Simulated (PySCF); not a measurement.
H7NSi2, SMILES [SiH3]N[SiH3]. Atoms are numbered in the order given.

```xyz
10

Si     0.0019    -0.1350     1.5809
N     -0.0177     0.6240     0.0000
Si     0.0019    -0.1350    -1.5809
H     -0.9224     0.5963     2.5195
H     -0.4625    -1.5520     1.3989
H      1.3651    -0.1591     2.2298
H      0.1116     1.6416     0.0000
H      1.3651    -0.1591    -2.2298
H     -0.9224     0.5963    -2.5195
H     -0.4625    -1.5520    -1.3989
```

Geometry optimised at PBE-D3(BJ)/def2-SVP.

Two levels are set side by side: PBE/pcSseg-1 (PySCF) and PBE0/pcSseg-1 (PySCF). GIAO shifts against NH3 (¹⁵N), TMS (²⁹Si), TMS (¹H) at the same level; non-relativistic, no solvent, atoms listed together averaged. Differences are taken from unrounded values.

```json
[
 {"quantity": "δ(²⁹Si) of Si1, Si3 (ppm)", "PBE0": "-44.3", "PBE": "-45.6", "PBE minus PBE0": "-1.3"},
 {"quantity": "δ(¹⁵N) of N2 (ppm)", "PBE0": "-0.5", "PBE": "5.4", "PBE minus PBE0": "5.9"},
 {"quantity": "δ(¹H) of H7 (ppm)", "PBE0": "-0.42", "PBE": "-0.52", "PBE minus PBE0": "-0.09"}
]
```

Rough cost on one machine, each run with all the roots and properties that it gave: PBE0 against PBE within a factor of 2.
